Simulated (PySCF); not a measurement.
Species: CH7Ge3N.
Cartesian coordinates in Å at the PBE0-D3(BJ)/def2-SVP level; atoms count from 1:
```
atom  x, y, z in Å
N1    -2.3252    2.1998   -0.5378
C2    -2.1340    1.0806   -0.2989
Ge3   -1.6927   -0.7600    0.0857
Ge4    0.6375   -1.0066   -0.5430
Ge5    1.8874    0.8043    0.4706
H6    -1.9289   -0.9300    1.5939
H7    -2.6885   -1.6166   -0.7090
H8     0.7224   -0.9645   -2.0796
H9     1.1191   -2.3888   -0.0623
H10    1.7677    0.6994    2.0009
H11    1.3034    2.1439   -0.0013
H12    3.3702    0.7103    0.0710
```

Level of theory: PySCF 2.14.0, PBE0-D3(BJ)/def2-SVP geometry optimisation, gas phase.

Take the most abundant isotopes and a rigid rotor. The values belong to one conformer with, in the numbering `[N:1]#[C:2][GeH2:3][GeH2:4][GeH3:5]`, C2–Ge3–Ge4–Ge5 50°.

Problem. Give the principal moments of inertia and the rotational constants in cm⁻¹.

Solution. Ia = 296.26, Ib = 725.41, Ic = 936.31 u·Å²; 505379 MHz·u·Å²/I gives 1706, 696.7 and 539.8 MHz, that is A = 0.05690, B = 0.02324, C = 0.01800 cm⁻¹.

Problem. Classify the top.

Solution. An asymmetric top: κ = (2 × 696.7 − 1706 − 539.8)/(1706 − 539.8) = -0.73.

Problem. What does the inertial defect say?

Solution. Not planar: Δ = Ic − Ia − Ib = -85.35 u·Å². For a rigid frame Δ = −2 Σ m c², so Σ m c² = 42.68 u·Å² lies off the ab plane: 10.64 from hydrogen and 32.04 from heavier atoms. The atom farthest from that plane is 1.90 Å away.

Problem. Give the other two planar moments, Paa and Pbb, and the rms extents of the mass along the axes.

Solution. Paa = Σ m a² = (Ib + Ic − Ia)/2 = 682.73 and Pbb = Σ m b² = (Ia + Ic − Ib)/2 = 253.58 u·Å². With the mass M = 254.82 u, the rms extents √(P/M) along a, b and c are 1.64, 1.00, 0.41 Å.

Problem. Where do the levels up to J = 5 lie, in MHz?

Solution. Above 0(0,0):
J = 1: 1(0,1) 1236, 1(1,1) 2246, 1(1,0) 2403
J = 2: 2(0,2) 3692, 2(1,2) 4562, 2(1,1) 5032, 2(2,1) 8060, 2(2,0) 8077
J = 3: 3(0,3) 7335, 3(1,3) 8025, 3(1,2) 8966, 3(2,2) 11769, 3(2,1) 11853, 3(3,1) 17218, 3(3,0) 17219
J = 4: 4(0,4) 12123, 4(1,4) 12627, 4(1,3) 14188, 4(2,3) 16702, 4(2,2) 16944, 4(3,2) 22194, 4(3,1) 22202, 4(4,1) 29780, 4(4,0) 29780
J = 5: 5(0,5) 18013, 5(1,5) 18354, 5(1,4) 20676, 5(2,4) 22846, 5(2,3) 23379, 5(3,3) 28423, 5(3,2) 28455, 5(4,2) 36000, 5(4,1) 36000, 5(5,1) 45754, 5(5,0) 45754

Problem. Which types of transition are allowed, and where do some lines up to J = 5 fall?

Solution. The dipole components are |μa| = 1.13 D, |μb| = 3.38 D, |μc| = 1.12 D. The squared components, which scale the intensities, stand as 0.11 : 1.00 : 0.11 (a : b : c). Some lines, for components of 0.1 D or more:

```csv
type,branch,"J(Ka,Kc)",MHz,lower level (cm⁻¹)
a,Q,"5(2,3) ← 5(2,4)",533,0.762
a,R,"2(1,2) ← 1(1,1)",2316,0.075
b,Q,"5(2,3) ← 5(1,4)",2703,0.690
b,R,"2(1,2) ← 1(0,1)",3325,0.041
a,R,"3(2,1) ← 2(2,0)",3776,0.269
a,R,"4(1,4) ← 3(1,3)",4601,0.268
a,R,"4(3,2) ← 3(3,1)",4976,0.574
a,R,"4(3,1) ← 3(3,0)",4983,0.574
b,Q,"4(3,1) ← 4(2,2)",5258,0.565
b,R,"4(1,4) ← 3(0,3)",5291,0.245
b,Q,"3(3,1) ← 3(2,2)",5448,0.393
b,R,"3(2,1) ← 2(1,2)",7291,0.152
b,R,"5(2,4) ← 4(1,3)",8658,0.473
c,R,"4(3,2) ← 3(2,2)",10425,0.393
```

Problem. Estimate the classical rotational partition function at 50 K, 200 K and 500 K.

Solution. Point group C1, symmetry number σ = 1; q = (√π/σ)·√((kT/h)³/(ABC)), k/h = 20836.6 MHz/K: 74400 at 50 K, 595000 at 200 K, 2350000 at 500 K.

No frequency check. These are rigid-rotor constants of the computed structure; measured ground-state constants (B0) also hold zero-point vibration. A rigid rotor knows nothing of internal rotation, which can split or shift real lines. Quadrupole hyperfine structure (14N) is left out.

Time: 2.6 min; peak memory 0.77 GiB. Hardware: Arm Neoverse V2, one thread (shared host). These figures are those of the optimisation.
